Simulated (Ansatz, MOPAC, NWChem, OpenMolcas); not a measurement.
How methods differ on BaS (SMILES [S][Ba])

BaS has 2 atoms, charge 0, and is taken as a singlet. SMILES: `[S][Ba]`. The bond length is the measured one.

```xyz
2

S     0.0000    0.0000    0.0000
Ba    0.0000    0.0000    2.5074
```

Quantity: the HOMO–LUMO gap, in eV. The values are calculated.

| level | kind | program | value (eV) | CPU time |
| --- | --- | --- | --- | --- |
| PM7 | semi-empirical | MOPAC | 7.62 | under 2 s |
| HF/def2-TZVP (core potential) | Hartree–Fock | OpenMolcas | 6.24 | 5.1 s |
| SVWN5/def2-TZVP (core potential) | LDA | Ansatz | 1.64 | 2.3 s |
| PBE/def2-TZVP (core potential) | GGA | OpenMolcas | 1.58 | 12 s |
| M06-L/def2-TZVP (core potential) | meta-GGA | OpenMolcas | 2.23 | 15 s |
| PBE0/def2-TZVP (core potential) | global hybrid | OpenMolcas | 2.94 | 12 s |
| HSE06/def2-TZVP (core potential) | range-separated hybrid | Ansatz | 2.25 | 4.6 s |
| B2PLYP/def2-TZVP (core potential) | double hybrid | NWChem | 4.08 | 56 s |
| PBE-QIDH/def2-TZVP (core potential) | double hybrid | Ansatz | 5.13 | 5.9 s |

The values span 1.58 to 7.62 eV. Orbital gaps aren't excitation energies, and those of double hybrids come from the SCF part alone; they tend to grow with the share of exact exchange. Times are those of the runs behind each value, whatever else they computed, on shared processors of several kinds: orders of magnitude only.
